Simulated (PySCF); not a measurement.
```xyz
4
charge -1 multiplicity 1, angstrom
Se    0.0000    0.0000   -0.3491
Cl    0.0000    0.0000    1.8669
Cl    2.4464    0.0000   -0.5349
Cl   -2.4464    0.0000   -0.5349
```

Computed with PBE0/[Se def2-SVPD, Cl def2-SVPD], no relativity, density fitting, PySCF.

This geometry of SeCl₃⁻ is a stationary point at this level.

Q: What is the point group?

A: C2v.

Q: Is it a minimum?

A: Yes: all harmonic wavenumbers are real.

Q: Give the atomic charges and bond orders.

A: 
| atom | Mulliken | Löwdin | polar tensor | Mayer order to Se1 |
| --- | --- | --- | --- | --- |
| Se1 | 0.60 | 0.08 | 1.29 | – |
| Cl2 | -0.38 | -0.22 | -0.44 | 0.95 |
| Cl3,4 | -0.61 | -0.43 | -0.92 | 0.58 |

Q: Give the ideal-gas entropy at 298.15 K and 1 bar by parts.

A: translation 174.0, rotation 115.1, vibration 60.0, spin 0.0; total 349.1 J/(mol K).

This need not be the most stable arrangement of these atoms. The lowest empty level of this anion is unbound, so it and the gap depend on the basis.
